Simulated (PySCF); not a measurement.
A structure optimised at B3LYP-D3(BJ)/def2-TZVPD, used in a PySCF frequency run:

```xyz
5

Sn     0.0000     0.0000     0.0000
H     -0.9864    -0.9864     0.9864
H      0.9864    -0.9864    -0.9864
H      0.9864     0.9864     0.9864
H     -0.9864     0.9864    -0.9864
```

Problem. Write its SMILES, formula and point group.

Solution. [SnH4], H4Sn, Td

Problem. What are its rotational constants (standard atomic weights)?

Solution. 64.411, 64.411, 64.411 GHz
